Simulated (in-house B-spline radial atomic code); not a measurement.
Radial electron density of Fe²⁺, [Ar] 3d6. Level of theory: scalar-relativistic (X2C) CAM-B3LYP, spin-polarised, spherical fractional occupations, exact exchange averaged over the configuration, Fermi nucleus of rms radius 3.7377 fm; calculated with an all-electron radial atomic-structure program (B-spline basis).

One-electron X2C: radii and densities carry no picture-change correction, so inner-shell <1/r> comes out high (for 1s by about 2 % at Z = 33, 5 % at 54, 10 % at 75, 30 % at 118) and <r> low.

Columns: r (bohr), 4πr²n(r) (electrons per bohr), bar.

```
 0.00229   0.9014 #
 0.00274    1.235 ##
 0.00329    1.695 ##
 0.00395    2.313 ###
 0.00473    3.124 ####
 0.00567    4.196 #####
 0.00681    5.603 #######
 0.00816    7.372 #########
 0.00979    9.592 ############
  0.0117    12.22 ###############
  0.0141    15.44 ####################
  0.0169    18.93 ########################
  0.0202    22.54 ############################
  0.0243    26.12 #################################
  0.0291    29.04 #####################################
  0.0349    30.92 #######################################
  0.0419    31.36 ########################################
  0.0502    30.26 ######################################
  0.0602    28.03 ###################################
  0.0722    25.62 ################################
  0.0866    24.32 ###############################
   0.104     25.2 ################################
   0.125    28.37 ####################################
   0.149    32.26 #########################################
   0.179     34.8 ############################################
   0.215    33.56 ##########################################
   0.258    28.17 ####################################
   0.309    20.86 ##########################
    0.37    15.01 ###################
   0.444    13.01 ################
   0.533    14.45 ##################
   0.639    16.45 #####################
   0.766    16.33 #####################
   0.919    13.52 #################
     1.1    9.429 ############
    1.32     5.59 #######
    1.58    2.934 ####
     1.9     1.36 ##
    2.28   0.5745 #
    2.73    0.216 
    3.28  0.06577 
    3.93  0.01559
```

On this grid the curve has 3 maxima, near 0.0419, 0.179, 0.639 bohr.

The 3d up radial function P(r) = rR(r), positive near the nucleus:

```tsv
r (bohr)	P
0.0202	0.00113
0.0291	0.003103
0.0419	0.008282
0.0602	0.02113
0.0866	0.05127
0.125	0.1166
0.179	0.2371
0.258	0.4329
0.37	0.6764
0.533	0.8883
0.766	0.9457
1.1	0.8088
1.58	0.5527
2.28	0.2839
3.28	0.0983
```
